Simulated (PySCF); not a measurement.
## NMR data sheet: C5H6ClF

```yaml
Formula: C5H6ClF
SMILES: CC=C=C[C@@H](F)Cl
Point_group_of_the_computed_structure: C1
Degrees_of_unsaturation: 2
Carbon_signals: 5
Proton_signals: 4
```

Mapped SMILES: `[CH3:1][CH:2]=[C:3]=[CH:4][C@@H:5]([F:6])[Cl:7]`; H(Xn) means a hydrogen on atom n.

PySCF 2.14 calculation with geometry from GFN2-xTB and GIAO PBE0/pcSseg-1 shieldings; no solvent model, rapidly exchanging positions averaged, relativity neglected, one conformer.

References, each an isolated molecule treated in the same way: ¹H (31.72 ppm), ¹³C (186.93 ppm) vs TMS; ¹⁹F (170.95 ppm) vs CFCl3.

| carbon | δC, type | δH (multiplicity) | HMBC from (2–3 bonds) | span of the C tensor (ppm) |
| --- | --- | --- | --- | --- |
| C1 | 17.2, CH3 | 1.86 (m) | H(C2) | 22 |
| C2 | 97.9, CH | 5.70 (m) | H(C4), H(C1) | 164 |
| C3 | 215.4, C | – | H(C5), H(C4), H(C2), H(C1) | 57 |
| C4 | 98.9, CH | 5.87 (m) | H(C5), H(C2) | 136 |
| C5 | 111.9, CH | 6.71 (m) | H(C4) | 66 |

Other nuclei:
| atoms | nucleus | environment | δ (ppm) | σ (ppm) |
| --- | --- | --- | --- | --- |
| F6 | ¹⁹F | fluorine on an sp3 carbon | -142.2 | 313.2 |

- Carbon types of the structure: 1 × C, 3 × CH, 1 × CH3, which accounts for all hydrogens.
- δC 215.4: central carbon of an allene; the central sp carbon of an allene is among the most deshielded carbons of hydrocarbons.
- δC 111.9: allylic sp3 CH bonded to Cl and F; 2 electronegative neighbours deshield it.
- δC 98.9, 97.9: terminal carbon of a cumulated C=C=C unit.
- δC 17.2: allylic methyl carbon; aliphatic region, no heteroatom directly attached.
- δH 1.86: hydrogen on an allylic methyl carbon; allylic position.

Carbons that carry Cl, above all several Cl atoms, come out too deshielded, partly because spin–orbit coupling is missing. Splittings by ¹⁹F in the carbon and heteronuclear signals aren't shown, as no couplings were computed. Shifts are as computed. Against solution values, carbons near 30 ppm lie about +3 ppm off and those near 130 ppm about +5 ppm; carbons on Cl a further +6 ppm. Of 1211 compounds with measured shifts, 218 miss one by over three times the rms of a fit or turn the order of signals round; such compounds aren't used in these exercises. Unscaled 19F shifts against computed CFCl3 carry errors that often reach 10 to 50 ppm. No couplings were computed; multiplicities are counted from neighbouring protons, with m where these are inequivalent, close in shift, in a saturated or five-membered ring or joined by F or P, and br s for small geminal =CH2 splittings.
